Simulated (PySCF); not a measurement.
Estimate the missing entries of this data sheet.

Compound: 2-chlorophenol, C₆H₅ClO.
Numbering: `[OH:1][c:2]1[cH:3][cH:4][cH:5][cH:6][c:7]1[Cl:8]` (hydrogens: H9 on O1; H10 on C3; H11 on C4; H12 on C5; H13 on C6)

Conformer (atom-mapped SMILES and torsion angles): `[OH:1][c:2]1[cH:3][cH:4][cH:5][cH:6][c:7]1[Cl:8]`: H–O1–C2–C3 180°.

```tsv
property	level	value
point group of the GFN2-xTB geometry	GFN2-xTB	Cs
rotational constants A, B, C of the GFN2-xTB geometry	GFN2-xTB	3.027, 1.554, 1.027 GHz
dipole moment	PBE0/def2-SVPD	1.02 D
HOMO energy	PBE0/def2-SVPD	-6.84 eV
LUMO energy	PBE0/def2-SVPD	-0.64 eV
lowest singlet excitation	TDDFT PBE0/def2-SVPD	?
strongest line among the 6 lowest singlet transitions	TDDFT PBE0/def2-SVPD	?
lowest triplet excitation (Tamm–Dancoff)	TDA PBE0/def2-SVPD	4.02 eV
static isotropic polarisability	PBE0/def2-SVPD	85.9 au
electronic spatial extent ⟨r²⟩ about the centre of nuclear charge	PBE0/def2-SVPD	?
13C chemical shifts (computed TMS as zero) by class	GIAO PBE0/pcSseg-1	159.1 (C2), 134.7 (C6), 134.3 (C4), 128.9 (C7), 125.2 (C5), 120.7 (C3) ppm
1H chemical shifts (computed TMS as zero) by class	GIAO PBE0/pcSseg-1	7.60 (H13), 7.49 (H11), 7.31 (H10), 7.09 (H12), 5.83 (H9) ppm
isotropic shieldings of nuclei other than C and H, by class	GIAO PBE0/pcSseg-1	212 (O1), 799 (Cl8) ppm
```

The electronic properties come from PySCF, for the isolated species, density fitting.

Question: The lowest singlet excitation?

Answer: 5.12 eV (242 nm, f = 0.046).

Question: The electronic spatial extent ⟨r²⟩ about the centre of nuclear charge?

Answer: 1062 bohr².

Question: The strongest line among the 6 lowest singlet transitions?

Answer: S6 at 6.69 eV (185 nm, f = 0.407).

A dipole of 1.02 D is allowed in Cs, and pure rotational transitions are dipole-allowed. In wavenumbers S1 is 41300 cm⁻¹ (1 eV = 8065.54 cm⁻¹). The largest Löwdin shares of the LUMO are 0.20 on C6, 0.19 on C3, 0.17 on C7 and 0.17 on C4. The polarisability is 12.72 Å³ as a volume (1 au = 0.148185 Å³), or 1.30 au for each of the 66 electrons. No computed singlet falls in the visible range (750 to 380 nm, 1.65 to 3.26 eV); S1 lies 1.86 eV above its blue end. The largest Löwdin shares of the HOMO are 0.19 on C5, 0.18 on O1, 0.17 on C2 and 0.14 on C7.

For the NMR shielding job (PBE0/pcSseg-1), the run took about 60 s of CPU time (one thread, shared machine).

One conformer stands for the species.
